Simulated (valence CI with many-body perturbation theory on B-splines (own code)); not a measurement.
## Valence orbitals of Hg75+

Calculated by relativistic CI+MBPT: three valence electrons over a frozen Dirac-Fock core [He], a basis of 11 s, 11 p, 9 d, 7 f, 5 g, 2 h, 1 i functions for each j, with the one-electron correlation potential Σ1 (screened to all orders), the two-electron term Σ2, the three-electron term Σ3, Breit, model QED; selected single and double excitations, second order for the rest (own B-spline code, finite nucleus).

The last digits are not significant, and no measured levels were compared; by estimate large intervals hold to a few tenths of a per cent, small ones and those within an open d or f shell to about a per cent.

These are the spectroscopic orbitals of the CI (the correlating ones are not listed), shaped by the core and the other valence electrons. h is the expectation value of the core's Dirac-Fock operator, without the valence repulsion; Σ1 is computed up to l = 3 at one energy for each symmetry, that of its lowest orbital but kept below the first core excitation, so for empty shells it is not the orbital's own correlation shift; Breit and QED include the response of the core.

| Orbital | h (hartree) | Σ1 (cm⁻¹) | Breit (cm⁻¹) | QED (cm⁻¹) | ⟨r⟩ (bohr) |
| --- | --- | --- | --- | --- | --- |
| 2s1/2 | -866.92 | -1690 | 167314 | 213781 | 0.06677 |
| 3s1/2 | -374.24 | -438 | 46169 | 61837 | 0.1569 |
| 4s1/2 | -206.25 | -174 | 18140 | 25246 | 0.2869 |
| 5s1/2 | -130.16 | -86.0 | 9024 | 12660 | 0.4562 |
| 2p1/2 | -858.65 | -4982 | 338584 | 15367 | 0.05453 |
| 3p1/2 | -371.96 | -1172 | 89186 | 3165 | 0.1454 |
| 4p1/2 | -205.33 | -455 | 34789 | 1214 | 0.2760 |
| 5p1/2 | -129.7 | -223 | 17220 | 595 | 0.4459 |
| 2p3/2 | -778.66 | -2651 | 102916 | 32631 | 0.06244 |
| 3p3/2 | -348.14 | -631 | 29179 | 8680 | 0.1567 |
| 4p3/2 | -195.37 | -247 | 14923 | 3527 | 0.2910 |
| 5p3/2 | -124.65 | -122 | 7533 | 1773 | 0.4645 |
| 3d3/2 | -347.44 | -291 | 3255 | -182 | 0.1315 |
| 4d3/2 | -195.07 | -128 | 1801 | 73.2 | 0.2662 |
| 5d3/2 | -124.5 | -66.2 | 865 | 67.6 | 0.4402 |
| 3d5/2 | -340.99 | -234 | 1037 | 2698 | 0.1353 |
| 4d5/2 | -192.33 | -102 | 577 | 1275 | 0.2708 |
| 5d5/2 | -123.09 | -52.7 | 268 | 680 | 0.4457 |
| 4f5/2 | -192.29 | -22.5 | 19.6 | -326 | 0.2321 |
| 5f5/2 | -123.07 | -12.9 | 16.3 | -156 | 0.4074 |
| 4f7/2 | -190.98 | -20.6 | 5.9 | 312 | 0.2346 |
| 5f7/2 | -122.4 | -11.7 | 4.9 | 172 | 0.4102 |
| 5g7/2 | -122.39 |  | 0.1 | -108 | 0.3579 |
| 5g9/2 | -122 |  | 0.0 | 86.6 | 0.3598 |

Among the shells of the start configuration 2s2 2p1, Σ1 is largest in size for 2p1/2, where it is 0.0026 % of h.

Lowest root of each symmetry, sizes in configuration state functions:

| J | Parity | Roots | Reference | Variational | Second order | Change by selected CI (cm⁻¹) | Change by second order (cm⁻¹) |
| --- | --- | --- | --- | --- | --- | --- | --- |
| 1/2 | even | 16 | 50 | 10155 | 5223 | -17794 | 0 |
| 3/2 | even | 19 | 70 | 16301 | 11013 | -9950 | 0 |
| 5/2 | even | 14 | 66 | 16454 | 12333 | -13180 | -1 |
| 7/2 | even | 5 | 41 | 13014 | 16745 | -6628 | -4 |
| 9/2 | even | 2 | 23 | 8804 | 8325 | -12366 | -3 |
| 1/2 | odd | 15 | 48 | 9838 | 6858 | -15737 | 0 |
| 3/2 | odd | 21 | 72 | 16482 | 12255 | -13249 | 0 |
| 5/2 | odd | 13 | 62 | 17068 | 18811 | -17136 | -1 |
| 7/2 | odd | 6 | 43 | 12701 | 12742 | -11751 | -2 |
| 9/2 | odd | 2 | 20 | 6454 | 15697 | -6819 | -4 |
